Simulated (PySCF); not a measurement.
**Gd⁴⁶⁺: ionisation energy**

Gd⁴⁶⁺ [Ar] → Gd⁴⁷⁺ [Ne] 3s2 3p5 [3p1/2^2 3p3/2^3, M_J = 3/2], as a difference of total energies. All numbers are calculated (PySCF 2.14, the two-component X2C-1e Hamiltonian, in an even-tempered Gaussian basis (18 s from 11 bohr⁻², ratio 2.4; 14 p from 15 bohr⁻², ratio 2.4; 4 d from 56 bohr⁻², ratio 2.6; 4 f from 83 bohr⁻², ratio 2.6)). Correlated levels: 1s2 frozen; the 54 highest virtual spinors dropped. "Screened" scales the spin-orbit matrix elements by Boettger's factors to mimic the two-electron term; Breit and QED terms are absent.

| method | ionisation energy (eV) |
| --- | --- |
| GHF (spin-free) | 4035.2 |
| GMP2 (spin-free) | 4036.1 |
| GHF (screened spin-orbit) | 3981.7 |
| GMP2 (screened spin-orbit) | 3982.6 |

Breit and QED terms and the two-electron picture change are absent.

The spin-free rows lack the spin-orbit shift.

For comparison: 3980 ± 4 eV (theoretical estimate listed by NIST; NIST Atomic Spectra Database, ionization energies).
